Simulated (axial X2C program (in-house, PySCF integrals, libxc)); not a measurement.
# SrSi⁻: cheaper levels and CCSD(T), 2c

All values were computed with an axial X2C code built on PySCF integrals. Two-component (2c) means X2C with spin–orbit coupling and atomic mean-field two-electron Coulomb and Gaunt terms. Basis: Sr dyall-acv3z [14s13p9d6f1g], Si dyall-av3z [9s8p3d2f] (cores contracted in-house); Gaussian nuclei, density fitting, unrestricted open shells. Masses: Sr 87.906 u, Si 27.977 u.

State: Ω = 3/2 (⟨Sz⟩ = 1.50, ⟨Lz⟩ = 0.00 at HF); fragments Sr + Si-.

```tsv
level	Re (Å)	ωe (cm⁻¹)	De (eV)
PBE0	3.083	178.7	1.29
HF	3.265	150.0	0.987
MP2	3.153	186.4	1.09
CCSD	3.171	170.6	1.17
PBE50	3.101	176.9	1.29
```

Correlated methods: 15 electrons correlated (number of frozen shells: Sr 3 s, 2 p, 1 d; Si 2 s, 1 p), 297 virtual spin orbitals or spinors in MP2, 90 natural virtuals in coupled cluster.

CCSD(T), same Hamiltonian and basis:

Re = 3.156 Å, ωe = 173.4 cm⁻¹, De = 1.15 eV; T1 = 0.026 (Lee–Taylor normalisation).

Q: Give the differences from CCSD(T) in the columns below.

A: 

```tsv
level	ΔRe (Å)	Δωe (cm⁻¹)	ΔDe (eV)
PBE0	-0.073	5.3	0.14
HF	0.109	-23.4	-0.16
MP2	-0.003	13.0	-0.06
CCSD	0.015	-2.8	0.02
PBE50	-0.055	3.5	0.14
```

Occupations by symmetry block were frozen at the best pattern of an incomplete PBE0 search. Dissociation energies refer to the lowest single-determinant-based atoms at the same level and basis. Density functionals use the spin component along the axis (collinear). CCSD and (T) use frozen natural virtuals with an MP2 correction for the truncation; (T) itself is uncorrected, so its De runs slightly low. Other states lie close and PBE0, whose exact exchange favours high spin, may order them wrongly; the determinant shown need not be the ground state. The nearest other 2c determinant of the search, Ω = 1/2, lies 0.28 eV up at the distance of the search. Without a current term, density functionals place determinants with orbital angular momentum somewhat too high. With several unpaired electrons one determinant need not be a pure state. The highest occupied level of some functionals is positive through self-interaction error; at Hartree–Fock it is bound. This is the top spin component of a Σ state; components of lower Ω are not single determinants and can lie lower. Hartree–Fock gets electron affinities wrong, so its lowest charge split need not be the true one.
